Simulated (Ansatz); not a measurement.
Geometry optimisation, Ansatz, RKS PBE-D4/def2-SVP.

Input file:

```yaml
crystal:
  periodic: [false, false, false]
  atoms:
    - { symbol: C, position_ang: [-0.6135, -0.9103, 1.5437] }
    - { symbol: C, position_ang: [-0.6769, 0.5759, 1.0488] }
    - { symbol: F, position_ang: [-0.5593, 1.5967, 1.9605] }
    - { symbol: O, position_ang: [-1.5923, 0.8467, 0.1427] }
    - { symbol: B, position_ang: [-0.2782, 0.8867, -0.4534] }
    - { symbol: Sn, position_ang: [1.1424, 0.281, -2.0155] }
    - { symbol: H, position_ang: [0.3659, -1.1031, 1.9505] }
    - { symbol: H, position_ang: [0.51191, 1.02242, -1.30558] }
    - { symbol: H, position_ang: [-1.4178, -0.9757, 2.373] }
    - { symbol: H, position_ang: [1.9411, 1.677, -2.6548] }
    - { symbol: H, position_ang: [0.2611, -0.5702, -3.2608] }
    - { symbol: H, position_ang: [2.3542, -0.8024, -1.3] }
basis:
  gaussian: { orbitals: def2-SVP }
hamiltonian:
  xc: pbe
  dispersion: d4
relax:
  f_tol: 0.02
  max_steps: 50
```

Run as:

```bash
$ ansatz run input.yaml --threads 2 --pin off --max-ram 3072MiB --backend cpu --events-out ev --progress --plain --runs-dir out
```

Where does it end, and by what steps?

It converged. After 43 steps the energy has fallen by 11.110 eV; F3 moved furthest, 2.17 Å. The start is strongly strained (largest force component 15 eV/Å), so its close contacts needn't be bonds. Parted: C2–B5, Sn6–H8. Joined: C1–B5.

| step | energy less start (eV) | largest force component (eV/Å) | accepted |
| --- | --- | --- | --- |
| 0 | 0.0000 | 15.128 | yes |
| 2 | -6.5928 | 1.795 | yes |
| 4 | -7.4839 | 0.550 | yes |
| 6 | -7.9352 | 0.616 | yes |
| 8 | -8.4493 | 1.107 | yes |
| 10 | -9.6477 | 1.985 | yes |
| 12 | -10.3544 | 0.633 | yes |
| 14 | -10.5679 | 0.519 | yes |
| 16 | -10.6962 | 0.576 | yes |
| 18 | -10.7854 | 1.213 | yes |
| 20 | -10.8861 | 1.723 | yes |
| 22 | -10.9989 | 0.928 | yes |
| 24 | -11.0540 | 0.435 | yes |
| 26 | -11.0880 | 0.280 | yes |
| 28 | -11.0994 | 0.132 | yes |
| 30 | -11.1055 | 0.106 | yes |
| 32 | -11.1073 | 0.073 | yes |
| 34 | -11.1086 | 0.039 | yes |
| 36 | -11.1094 | 0.033 | yes |
| 38 | -11.1100 | 0.029 | yes |
| 40 | -11.1102 | 0.038 | yes |
| 42 | -11.1103 | 0.021 | yes |
| 43 | -11.1103 | 0.013 | yes |

```xyz
12
Properties=species:S:1:pos:R:3
C -0.092 -0.157 1.254
C -1.222 0.728 0.955
F -2.453 0.680 1.421
O -0.904 1.579 0.105
B 0.652 0.755 0.099
Sn 0.953 -0.131 -1.969
H 0.274 -0.027 2.294
H 1.459 1.583 0.478
H -0.333 -1.229 1.101
H 1.090 1.039 -3.241
H -0.366 -1.180 -2.416
H 2.381 -1.115 -2.051
```

Time of the run: 78 s on 2 threads of Intel(R) Xeon(R) 6975P-C (Granite Rapids) (shared host), peak memory 0.29 GiB.
